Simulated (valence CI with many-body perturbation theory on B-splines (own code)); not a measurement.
# Ag XXXIII: one-electron terms

Method: valence CI with perturbative core correlation (CI+MBPT): five valence electrons over a frozen Dirac-Fock core [Ne], radial functions for each j: 9 s, 9 p, 8 d, 6 f, 3 g, 1 h, with the one-electron correlation potential Σ1 (screened to all orders), the two-electron term Σ2, the three-electron term Σ3, Breit, model QED; selected single and double excitations, second order for the rest (own B-spline code, finite nucleus).

The last digits are not significant, and no measured levels were compared; by estimate large intervals hold to a few tenths of a per cent, small ones and those within an open d or f shell to about a per cent. Among the levels kept, up to 600 cm⁻¹ of a level comes from second order outside the variational space, and about a tenth of that is noise between levels of different J, which matters for small intervals.

These are the spectroscopic orbitals of the CI (the correlating ones are not listed), shaped by the core and the other valence electrons. h is the expectation value of the core's Dirac-Fock operator, without the valence repulsion; Σ1 is computed up to l = 3 at one energy for each symmetry, that of its lowest orbital but kept below the first core excitation, so for empty shells it is not the orbital's own correlation shift; Breit and QED include the response of the core.

```csv
Orbital,h (hartree),Σ1 (cm⁻¹),Breit (cm⁻¹),QED (cm⁻¹),⟨r⟩ (bohr)
3s1/2,-87.137,-6208,8804,6552,0.3284
4s1/2,-47.188,-2009,3327,2541,0.6164
5s1/2,-29.525,-903,1570,1219,0.9984
6s1/2,-20.205,-489,872,680,1.470
3p1/2,-84.088,-7795,14517,-195,0.3143
4p1/2,-45.912,-2490,5540,-70.2,0.6097
5p1/2,-28.883,-1130,2669,-33.1,0.9976
6p1/2,-19.838,-615,1495,-18.3,1.475
3p3/2,-82.4,-7299,8864,449,0.3218
4p3/2,-45.229,-2376,3344,178,0.6197
5p3/2,-28.542,-1086,1673,87.3,1.010
6p3/2,-19.644,-594,936,49.3,1.490
3d3/2,-78.463,-8811,6504,-252,0.2808
4d3/2,-43.705,-2379,2293,-86.2,0.5899
5d3/2,-27.795,-1050,1088,-40.8,0.9884
3d5/2,-78.089,-8384,3030,-37.8,0.2830
4d5/2,-43.543,-2260,1062,-2.2,0.5926
5d5/2,-27.712,-998,512,1.1,0.9917
4f5/2,-42.712,-1873,180,-27.4,0.5248
5f5/2,-27.293,-922,124,-15.1,0.9306
4f7/2,-42.646,-1834,37.6,7.1,0.5261
5f7/2,-27.259,-901,25.9,2.4,0.9321
5g7/2,-27.135,,3.1,-5.4,0.8268
5g9/2,-27.116,,0.3,4.0,0.8277
```

Among the shells of the start configuration 3s2 3p3, Σ1 is largest in size for 3p1/2, where it is 0.042 % of h.

Lowest root of each symmetry, sizes in configuration state functions:

```tsv
J	Parity	Roots	Reference	Variational	Second order	Change by selected CI (cm⁻¹)	Change by second order (cm⁻¹)
1/2	even	8	44	40000	283779	-14345	-34
3/2	even	11	71	39999	733656	-17216	-180
5/2	even	10	74	39988	911943	-12292	-257
7/2	even	5	54	39988	818014	-20201	-253
9/2	even	2	34	36231	507754	-20891	-79
1/2	odd	3	67	39999	249941	-16213	-19
3/2	odd	7	110	39997	520159	-14699	-56
5/2	odd	4	114	39991	656107	-15864	-132
7/2	odd	2	93	39998	502337	-12493	-242
9/2	odd	2	57	38498	530286	-12515	-151
```
